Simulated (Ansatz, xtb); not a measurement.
# Relative energy of two isomers of C3H4Br2

Structure a is `Br[C@@H]1C[C@@H]1Br`, a singlet and structure b is `BrC1(Br)CC1`, a singlet. Both are isolated molecules in the gas phase, relaxed with PBE-D3(BJ)/def2-SVP.

a (Å):

```xyz
9

C    -1.2723    0.4933    1.0899
C    -2.1257    0.5399   -0.1526
C    -0.9864   -0.4435   -0.0569
Br   -2.0047   -0.1200    2.7562
Br   -1.3301   -2.3301    0.0506
H    -0.5376    1.2932    1.2697
H    -2.0352    1.4017   -0.8340
H    -3.1410    0.1228   -0.0650
H    -0.0643   -0.2577   -0.6290
```

b (Å):

```csv
atom,x (Å),y (Å),z (Å)
C,-2.2222,-0.0809,0.5537
C,-0.8234,0.2214,1.0041
C,-1.1574,0.1434,-0.4790
Br,-3.5759,1.2827,0.7868
Br,-2.8971,-1.8781,0.8003
H,-0.2518,-0.6038,1.4563
H,-0.6417,1.2121,1.4486
H,-0.8155,-0.7355,-1.0472
H,-1.2054,1.0804,-1.0550
```

Estimate E(b) − E(a) at the level CCSD(T)/def2-SVP + ΔMP2/def2-TZVPP.

CCSD(T)/def2-SVP + ΔMP2/def2-TZVPP gives E(b) − E(a) = +0.30 kcal/mol, slightly favouring structure a, which is too small a margin to settle the true order.

How the difference moves with the method:

```json
{"level": "GFN2-xTB", "geometry": "GFN2-xTB", "E(b) − E(a) (kcal/mol)": "+0.11", "departure from the last row (kcal/mol)": "−0.19", "job, with rough time for the two": "optimisation, 0.12 s"}
{"level": "HF/STO-3G", "geometry": "GFN2-xTB", "E(b) − E(a) (kcal/mol)": "+0.21", "departure from the last row (kcal/mol)": "−0.09", "job, with rough time for the two": "single point, 0.66 s"}
{"level": "r2SCAN-D4/def2-SVP", "geometry": "GFN2-xTB", "E(b) − E(a) (kcal/mol)": "+0.21", "departure from the last row (kcal/mol)": "−0.09", "job, with rough time for the two": "single point, 4 s"}
{"level": "PBE-D3(BJ)/def2-SVP", "geometry": "PBE-D3(BJ)/def2-SVP", "E(b) − E(a) (kcal/mol)": "+0.67", "departure from the last row (kcal/mol)": "+0.37", "job, with rough time for the two": "optimisation, 16 s"}
{"level": "HF/def2-SVP", "geometry": "PBE-D3(BJ)/def2-SVP", "E(b) − E(a) (kcal/mol)": "+1.90", "departure from the last row (kcal/mol)": "+1.60", "job, with rough time for the two": "part of the CCSD(T) run"}
{"level": "MP2/def2-SVP", "geometry": "PBE-D3(BJ)/def2-SVP", "E(b) − E(a) (kcal/mol)": "+0.09", "departure from the last row (kcal/mol)": "−0.21", "job, with rough time for the two": "part of the CCSD(T) run"}
{"level": "CCSD(T)/def2-SVP", "geometry": "PBE-D3(BJ)/def2-SVP", "E(b) − E(a) (kcal/mol)": "+0.43", "departure from the last row (kcal/mol)": "+0.13", "job, with rough time for the two": "single point"}
{"level": "CCSD(T)/def2-SVP + ΔMP2/def2-TZVPP", "geometry": "PBE-D3(BJ)/def2-SVP", "E(b) − E(a) (kcal/mol)": "+0.30", "departure from the last row (kcal/mol)": "", "job, with rough time for the two": "single point, 57 s"}
```

As drawn, both hold the same kinds of bond in the same numbers.

The largest departure from CCSD(T)/def2-SVP + ΔMP2/def2-TZVPP is that of HF/def2-SVP, 1.60 kcal/mol. The last row adds to CCSD(T) the change of the MP2 difference between the two basis sets, here −0.13 kcal/mol.

With thermal terms from frequencies at re-optimised GFN2-xTB minima (ideal gas, soft modes damped towards free rotors, one conformer each, 298.15 K, 1 atm): the zero-point term adds −0.11 kcal/mol; ΔH is +0.30 and ΔG +0.69 kcal/mol.

The correlated steps freeze 21 core orbitals; the filled d shell of Br is correlated, in a basis made for valence electrons. Mirror images aren't counted in ΔG. Programs: Ansatz 0.2.0, xtb 6.7.1; the last row on 2 threads of Intel(R) Xeon(R) Platinum 8488C (Sapphire Rapids) on a shared host.
